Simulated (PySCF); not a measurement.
C5H7F, SMILES C=C1CC[C@@H]1F. Atoms are numbered in the order given.

```xyz
13

C      1.7440     0.8157     0.5438
C      0.4755     0.6170     0.2052
C     -0.8772     1.0201     0.7717
C     -1.4456    -0.2933     0.1622
C     -0.1923    -0.3654    -0.7331
F      0.4053    -1.5890    -0.8948
H      2.0199     1.5034     1.3495
H      2.5477     0.2789     0.0303
H     -0.9426     1.1442     1.8628
H     -1.2861     1.9216     0.2869
H     -1.4179    -1.1162     0.8915
H     -2.4276    -0.2618    -0.3311
H     -0.3674     0.0659    -1.7357
```

Geometry: ωB97X-D3(BJ)/def2-SVP. The structure was generated by enumeration; whether it is a known compound was not checked.

These are KT2/pcSseg-1 (PySCF) values and carry that method's errors.

GIAO shieldings, no solvent; atoms listed in one row are averaged. δ = σ(ref) − σ: ¹³C against TMS (σ = 185.1 ppm); ¹⁹F against CFCl3 (σ = 127.1 ppm); ¹H against TMS (σ = 31.47 ppm), references at their B3LYP-D3(BJ)/def2-TZVP geometries, non-relativistic.

```json
[
 {"nucleus": "¹³C", "atoms": "C2", "count": "1", "δ (ppm)": "153.1"},
 {"nucleus": "¹³C", "atoms": "C1", "count": "1", "δ (ppm)": "107.1"},
 {"nucleus": "¹³C", "atoms": "C5", "count": "1", "δ (ppm)": "94.0"},
 {"nucleus": "¹³C", "atoms": "C4", "count": "1", "δ (ppm)": "33.2"},
 {"nucleus": "¹³C", "atoms": "C3", "count": "1", "δ (ppm)": "28.1"},
 {"nucleus": "¹⁹F", "atoms": "F6", "count": "1", "δ (ppm)": "-209.7"},
 {"nucleus": "¹H", "atoms": "H8", "count": "1", "δ (ppm)": "5.75"},
 {"nucleus": "¹H", "atoms": "H13", "count": "1", "δ (ppm)": "5.65"},
 {"nucleus": "¹H", "atoms": "H7", "count": "1", "δ (ppm)": "5.44"},
 {"nucleus": "¹H", "atoms": "H9", "count": "1", "δ (ppm)": "2.75"},
 {"nucleus": "¹H", "atoms": "H10", "count": "1", "δ (ppm)": "2.59"},
 {"nucleus": "¹H", "atoms": "H12", "count": "1", "δ (ppm)": "2.53"},
 {"nucleus": "¹H", "atoms": "H11", "count": "1", "δ (ppm)": "2.30"}
]
```
